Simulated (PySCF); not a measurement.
**Pd₂Cl⁺: from structure and modes to constants**

Level of theory: UPBE0 in PySCF with Cl def2-TZVP, Pd def2-TZVP with ECP28; scalar-relativistic core potentials, no spin–orbit coupling; density-fitted integrals.

The triplet minimum has C2v symmetry. Masses (u): Cl 34.96885, Pd 105.90348.

```xyz
3
charge 1 multiplicity 3, angstrom
Cl    0.0000    0.0000    1.0687
Pd    1.9375    0.0000   -0.1784
Pd   -1.9375    0.0000   -0.1784
```

Harmonic wavenumbers (cm⁻¹): 50.8 (a1, ×1), 253.6 (a1, ×1), 332.8 (b2, ×1).

Q: What is the harmonic zero-point energy?

A: Half the sum of all 3 wavenumbers, 637/2 = 319 cm⁻¹, which is 3.8 kJ/mol (1 cm⁻¹ = 0.0119627 kJ/mol).

Q: Find the vibrational entropy and heat capacity at 298.15 K.

A: With u = 1.43878 ω/T, each mode gives S = R[u/(eᵘ−1) − ln(1−e⁻ᵘ)] and C = R u² eᵘ/(eᵘ−1)².
```
ω (cm⁻¹)      u  S (J/(mol K))  C (J/(mol K))
    50.8  0.245          20.03           8.27
   253.6  1.224           7.14           7.35
   332.8  1.606           5.21           6.74
```
The sums over all modes are S = 32.4 and C = 22.4 J/(mol K); the softest mode gives 62 % of the entropy.

Q: Give the standard entropy (298.15 K, 1 bar) by its translational, rotational, vibrational and spin parts, and Cp.

A: Sackur–Tetrode with M = 246.78 u gives 177.6; rotation with symmetry number 2 gives 114.5; vibration 32.4; spin R ln 3 = 9.1. The total is 333.6 J/(mol K), and Cp = 4 R + 22.4 = 55.6 J/(mol K).

This need not be the most stable arrangement of these atoms. With open d or f shells other occupations or spin states may lie lower.
